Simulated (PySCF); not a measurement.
All values below come from TPSSh-D3(BJ)/def2-TZVP // BP86-D3(BJ)/def2-SVP run with PySCF. Isolated molecules, 0 K electronic values unless said otherwise. 

Reference species: [Ti(Cl)4] (neutral, multiplicity 1).

```json
{
  "LUMO": "-4.32 eV",
  "coordination_number": "4",
  "charge on the central atom (Mulliken)": "1.10 e",
  "mean_distance_from_the_central_atom_to_its_bonded_neighbours": "2.174 Å"
}
```

After one change: the LUMO increases by 0.06 eV; the coordination number is nearly the same; the charge on the central atom (Mulliken) drops by 0.17 e; the mean distance from the central atom to its bonded neighbours rises by 0.153 Å.

### Question
Name the change that produced these shifts. The new species is one of these.
A) [Ti(Cl)2(Br)2]
B) [Ti(Br)4]
C) [Ti(Cl)(Br)3]
D) [Ti(Cl)3(Br)]

### Answer
B, [Ti(Br)4]
